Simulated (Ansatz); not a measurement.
Coupled-cluster diagnostics for Se(GeH3)2 (Ge2H6Se), Ansatz.

Geometry of the singlet (PBE0-D4/def2-SVP):

Cartesian coordinates in Å:
```
Se 1.416 0.764 -0.186
Ge -0.140 0.721 1.583
H 0.417 1.675 2.650
H -0.267 -0.707 2.145
H -1.517 1.203 1.090
Ge 0.203 -0.687 -1.591
H 1.074 -0.877 -2.843
H -1.152 -0.057 -1.964
H -0.033 -2.035 -0.884
```

Correlated methods freeze 27 core orbitals; core or outer-core shells of Se, Ge are correlated, in sets that lack core-valence functions.

Q: Estimate the CCSD(T) correlation energy, the shares of MP2 and (T), T1 and the reference's ⟨S²⟩ for: charge 0, singlet, own geometry in def2-TZVP; and the rough time on 4 threads of Arm Neoverse N1 on a shared host.

A: 
| state | basis | correlation (eV) | MP2 share (%) | (T) share (%) | T1 | ⟨S²⟩ (pure) | wall time |
| --- | --- | --- | --- | --- | --- | --- | --- |
| charge 0, singlet, own geometry | def2-TZVP | -22.834 | 92.9 | 3.5 | 0.011 | 0.00 (0.00) | 2.1 min |
Customary marks for T1 are 0.02 (closed shells), 0.045 (open shells) and about 0.05 (3d metals). T1 stays under 0.02 throughout.
